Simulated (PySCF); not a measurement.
C₂H₆BO₂, doublet, at a GFN2-xTB geometry; B3LYP/STO-3G (PySCF).

PySCF was given this input:
```python
from pyscf import gto, scf, dft

mol = gto.M(
    atom='''
C     1.946450    0.597998    0.284733
O     1.316333   -0.633907   -0.071858
B     0.003324   -0.818345   -0.209059
O    -0.875853    0.206966   -0.018064
C    -2.271671    0.137859   -0.111246
H     1.205154    1.389471    0.392234
H     2.476578    0.451503    1.227108
H     2.659331    0.855085   -0.500026
H    -2.702554   -0.030009    0.880691
H    -2.632898    1.093220   -0.498285
H    -2.594751   -0.667155   -0.777970
''',
    basis='sto-3g',
    charge=0,
    spin=1,
    verbose=4,
)

mf = dft.UKS(mol)
mf.xc = 'b3lyp'
mf.grids.radi_method = dft.radi.gauss_chebyshev
mf.kernel()
```

Problem. What does PySCF print? Leave out banner, timings and long lists.

Solution. 
```
PySCF version 2.14.0

[INPUT] verbose = 4
[INPUT] num. atoms = 11
[INPUT] num. electrons = 39
[INPUT] charge = 0
[INPUT] spin (= nelec alpha-beta = 2S) = 1
[INPUT] symmetry False subgroup None
[INPUT] Mole.unit = angstrom
[INPUT] Symbol           X                Y                Z      unit          X                Y                Z       unit  Magmom
[INPUT]  1 C      1.946450000000   0.597998000000   0.284733000000 AA    3.678257415160   1.130052443038   0.538067388626 Bohr   0.0
[INPUT]  2 O      1.316333000000  -0.633907000000  -0.071858000000 AA    2.487508858727  -1.197910618445  -0.135791939859 Bohr   0.0
[INPUT]  3 B      0.003324000000  -0.818345000000  -0.209059000000 AA    0.006281449638  -1.546447925407  -0.395064253875 Bohr   0.0
[INPUT]  4 O     -0.875853000000   0.206966000000  -0.018064000000 AA   -1.655122295379   0.391109057097  -0.034136012714 Bohr   0.0
[INPUT]  5 C     -2.271671000000   0.137859000000  -0.111246000000 AA   -4.292836035117   0.260515753806  -0.210224472453 Bohr   0.0
[INPUT]  6 H      1.205154000000   1.389471000000   0.392234000000 AA    2.277410997924   2.625719648026   0.741214836743 Bohr   0.0
[INPUT]  7 H      2.476578000000   0.451503000000   1.227108000000 AA    4.680054146123   0.853217014419   2.318898045263 Bohr   0.0
[INPUT]  8 H      2.659331000000   0.855085000000  -0.500026000000 AA    5.025407264566   1.615876463224  -0.944912195162 Bohr   0.0
[INPUT]  9 H     -2.702554000000  -0.030009000000   0.880691000000 AA   -5.107086896848  -0.056708791272   1.664264790369 Bohr   0.0
[INPUT] 10 H     -2.632898000000   1.093220000000  -0.498285000000 AA   -4.975456133915   2.065886393897  -0.941622181979 Bohr   0.0
[INPUT] 11 H     -2.594751000000  -0.667155000000  -0.777970000000 AA   -4.903368751441  -1.260740232634  -1.470150233128 Bohr   0.0

nuclear repulsion = 164.101483763322
number of shells = 21
number of NR pGTOs = 93
number of NR cGTOs = 31
basis = sto-3g
ecp = {}

******** <class 'pyscf.dft.uks.UKS'> ********
method = UKS
initial guess = minao
damping factor = 0
level_shift factor = 0
DIIS = <class 'pyscf.scf.diis.CDIIS'>
diis_start_cycle = 1
diis_space = 8
diis_damp = 0
SCF conv_tol = 1e-09
SCF conv_tol_grad = None
SCF max_cycles = 50
direct_scf = True
direct_scf_tol = 1e-13
number electrons alpha = 20  beta = 19
XC library pyscf.dft.libxc version 7.1.2
    S. Lehtola, C. Steigemann, M. J. T. Oliveira, and M. A. L. Marques,  SoftwareX 7, 1–5 (2018)
XC functionals = b3lyp
    P. J. Stephens, F. J. Devlin, C. F. Chabalowski, and M. J. Frisch,  J. Phys. Chem. 98, 11623 (1994)
radial grids: Gauss-Chebyshev [JCP 108, 3226 (1998); DOI:10.1063/1.475719) radial grids
becke partition: Becke, JCP 88, 2547 (1988); DOI:10.1063/1.454033
pruning grids: <function nwchem_prune>
grids dens level: 3
symmetrized grids: False
atomic radii adjust function: <function treutler_atomic_radii_adjust>
small_rho_cutoff = 0
Set gradient conv threshold to 3.16228e-05
tot grids = 126272
init E= -252.349583650015

cycle= 1 E= -251.654255097847  delta_E= 0.695  |g|= 0.412  |ddm|= 2.95
cycle= 2 E= -251.575359179444  delta_E= 0.0789  |g|= 0.58  |ddm|= 1.17
cycle= 3 E= -251.76695843215  delta_E= -0.192  |g|= 0.0283  |ddm|= 0.669
cycle= 4 E= -251.767589985937  delta_E= -0.000632  |g|= 0.0129  |ddm|= 0.0712
cycle= 5 E= -251.76770951578  delta_E= -0.00012  |g|= 0.00346  |ddm|= 0.0221
cycle= 6 E= -251.767717748782  delta_E= -8.23e-06  |g|= 0.00205  |ddm|= 0.00756
cycle= 7 E= -251.767720574445  delta_E= -2.83e-06  |g|= 0.000523  |ddm|= 0.0032
cycle= 8 E= -251.767720937966  delta_E= -3.64e-07  |g|= 6.89e-05  |ddm|= 0.00151
cycle= 9 E= -251.767720944213  delta_E= -6.25e-09  |g|= 3.8e-05  |ddm|= 0.000209
cycle= 10 E= -251.767720945311  delta_E= -1.1e-09  |g|= 6.13e-06  |ddm|= 6.48e-05
cycle= 11 E= -251.767720945363  delta_E= -5.13e-11  |g|= 1.21e-06  |ddm|= 1.69e-05
Extra cycle  E= -251.767720945366  delta_E= -2.9e-12  |g|= 5.36e-07  |ddm|= 3.09e-06
converged SCF energy = -251.767720945366  <S^2> = 0.75250946  2S+1 = 2.0025079
```
